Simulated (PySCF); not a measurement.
## Working out the ionisation energy of S²⁺

S²⁺ [Ne] 3s2 3p2 (3P) → S³⁺ [Ne] 3s2 3p1 (2P). Computed with PySCF 2.14 in aug-cc-pVQZ-DK (7s6p4d3f2g, 84 functions), with the spin-free X2C one-electron Hamiltonian (Gaussian nucleus). Frozen: [Ne]. Energies in hartree (1 hartree = 27.21139 eV):

```
            part  S²⁺ (lower)  S³⁺ (upper)
             UHF  -397.420474  -396.165417
CCSD correlation    -0.092256    -0.071982
             (T)    -0.002457    -0.001091
```

Problem. What does Hartree-Fock give?

Solution. (-396.165417) − (-397.420474) = 1.255057 hartree = 34.152 eV.

Problem. What do CCSD and CCSD(T) give?

Solution. The CCSD correlation energies differ by 0.020274 hartree = 0.552 eV and the triples by 0.001366 hartree = 0.037 eV, so CCSD gives 34.704 eV and CCSD(T) 34.741 eV.

A first-order spin-orbit estimate adds -0.009 eV to CCSD(T) (valence), giving 34.732 eV against 34.86 ± 0.04 eV (semi-empirical (NIST evaluation); NIST Atomic Spectra Database, ionization energies).

What remains against the reference includes basis incompleteness, the frozen core and higher excitations.
